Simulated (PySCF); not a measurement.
Solvent effects on NMR parameters

Mapped SMILES: `[CH3:1][C@:2]1([F:3])[CH2:4][C:5]1([F:6])[F:7]`; H(Xn) means a hydrogen on atom n. Ha(C4) is pro-R; Hb(C4) is pro-S.

GIAO PBE0/pcSseg-1 in PySCF on one PBE0-D3(BJ)/def2-SVP conformer, non-relativistic, equivalent nuclei averaged. Solvents enter as an IEF-PCM continuum (cyclohexane with ε = 2.0) around the gas-phase geometry. Shifts are referred to TMS, CFCl3 computed in the same medium.

Gas phase, δ in ppm: C5 112.7, C2 75.8, C4 23.5, C1 17.1, F7 -154.0, F6 -159.1, F3 -207.5, H(C1) 1.60, Ha(C4) 1.49, Hb(C4) 1.01. Dipole moment 2.35 D.

(1) How does each δ change in the continuum?

(2) Which nuclei move most (in ppm), and what does the model miss?

## Answers

(1) 
| atoms | environment | Δδ, cyclohexane |
| --- | --- | --- |
| C5 | three-membered-ring carbon | +0.8 |
| C2 | three-membered-ring carbon | +1.1 |
| C4 | three-membered-ring carbon | +0.4 |
| C1 | methyl carbon | 0.0 |
| F7 | fluorine of a CF2 group | 0.0 |
| F6 | fluorine of a CF2 group | -1.0 |
| F3 | fluorine on an sp3 carbon | -0.7 |
| H(C1) | hydrogen on a methyl carbon | +0.05 |
| Ha(C4) | hydrogen on a three-membered-ring carbon | +0.11 |
| Hb(C4) | hydrogen on a three-membered-ring carbon | +0.16 |

Changes are relative to the gas phase. The dipole moment becomes 2.57 D in cyclohexane.

(2) C2 (three-membered-ring carbon, +1.1 ppm) and F6 (fluorine of a CF2 group, -1.0 ppm) in cyclohexane. A continuum only polarises the solute; specific hydrogen bonds, the anisotropy of aromatic solvents and changes of geometry or conformer are outside it.
